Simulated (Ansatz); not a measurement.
Start from `CSC(=N)N` and change one atom or group to get `N=[C](N)[GaH2]`.

Ansatz, PBE0-D4/def2-TZVP geometries, multiplicity 1. Each molecule was computed in one conformer, which needn't be the lowest.

Scalar relativity is left out up to krypton.

```csv
property,`CSC(=N)N`
HOMO energy (PBE0/def2-TZVPP) / eV,-6.69
HOMO–LUMO gap (B3LYP/def2-TZVPP) / eV,6.53
size of the dipole moment (PBE/def2-TZVPP) / D,3.19
LUMO energy (PBE0/def2-TZVPP) / eV,0.35
HOMO energy (PBE/def2-TZVPP) / eV,-5.47
LUMO energy (B3LYP/def2-TZVPP) / eV,0.06
```

**Question.** Give the same properties after the change, and the shifts. (Best estimate.)

**Answer.** Computed: 
| property | `N=[C](N)[GaH2]` | shift |
| --- | --- | --- |
| HOMO energy (PBE0/def2-TZVPP) / eV | -6.77 | -0.08 |
| HOMO–LUMO gap (B3LYP/def2-TZVPP) / eV | 4.27 | -2.26 |
| size of the dipole moment (PBE/def2-TZVPP) / D | 2.17 | -1.02 |
| LUMO energy (PBE0/def2-TZVPP) / eV | -2.02 | -2.37 |
| HOMO energy (PBE/def2-TZVPP) / eV | -5.44 | 0.03 |
| LUMO energy (B3LYP/def2-TZVPP) / eV | -2.30 | -2.36 |

With PBE0 the HOMO falls by 0.08 eV and the LUMO falls by 2.37 eV, so the gap narrows by about 2.29 eV. PBE moves the HOMO by 0.03 eV and ωB97M-V by -0.16 eV. Dipoles are sizes alone; their direction can turn.

B3LYP here is the variant with VWN-RPA as its local correlation; programs differ in this.
